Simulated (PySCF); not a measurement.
From one molecule to another.

First species: C₆H₅NO.
Z-matrix (Å and degrees, GFN2-xTB geometry), rows numbered from 1:
```
O 
C   1  1.2032
C   2  1.4690  1  125.08
C   3  1.3971  2  120.92  1    -0.00
C   4  1.3820  3  118.81  2  -179.92
C   5  1.3897  4  118.21  3     0.04
N   6  1.3233  5  123.54  4    -0.12
C   7  1.3179  6  118.25  5     0.07
H   2  1.1081  1  121.39  3  -179.97
H   4  1.0804  3  119.13  2     0.10
H   5  1.0787  4  121.21  3  -179.96
H   6  1.0820  5  121.14  4   179.91
H   8  1.0830  3  120.79  2    -0.15
```

Second species: C2H9FSSi2.
Atom-mapped SMILES: `[CH3:1][S:2][CH2:3][Si@@H:4]([F:5])[SiH3:6]` (hydrogens: H7, H8, H9 on C1; H10, H11 on C3; H12 on Si4; H13, H14, H15 on Si6)

Levels: PBE0/pcSseg-1 for dipole moment, HOMO energy, LUMO energy and HOMO–LUMO gap; GFN2-xTB for rotational constant A and rotational constant C. Geometries: GFN2-xTB. Each species is one conformer at its optimised geometry, gas phase, non-relativistic unless stated; the electronic structure was computed with PySCF and density fitting.

The conformers computed, where there is a choice (atom-mapped SMILES and torsion angles):
- `[O:1]=[CH:2][c:3]1[cH:4][cH:5][cH:6][n:7][cH:8]1`: O1–C2–C3–C4 0°
- `[CH3:1][S:2][CH2:3][Si@@H:4]([F:5])[SiH3:6]`: C1–S2–C3–Si4 66°, S2–C3–Si4–F5 -85°

```tsv
property	column X	column Y
dipole moment	1.69 D	0.60 D
HOMO energy	-7.61 eV	-6.36 eV
LUMO energy	-2.24 eV	-0.60 eV
HOMO–LUMO gap	5.37 eV	5.76 eV
rotational constant A	5.500 GHz	2.181 GHz
rotational constant C	1.236 GHz	1.039 GHz
```

Question: Which column belongs to which species?

Answer: Column X is the first species and column Y the second. The first has 13 atoms and 56 electrons, the second 15 and 74.

Question: How does each property change from the first species to the second?

Answer: dipole moment -1.09 D; HOMO energy +1.25 eV; LUMO energy +1.64 eV; HOMO–LUMO gap +0.39 eV; rotational constant A -3.319 GHz; rotational constant C -0.197 GHz.

On the first: A dipole of 1.69 D is allowed in Cs, and pure rotational transitions are dipole-allowed. The dipole equals about 5.6 × 10⁻³⁰ C·m (1 D = 3.33564 × 10⁻³⁰ C·m).

On the second: The dipole matches unit charges of opposite sign 0.12 Å apart (1 e·Å = 4.8032 D). A dipole of 0.60 D is allowed in C1, and pure rotational transitions are dipole-allowed. GFN2-xTB frequencies show an imaginary mode (29i cm⁻¹), so this geometry is no minimum at that level.
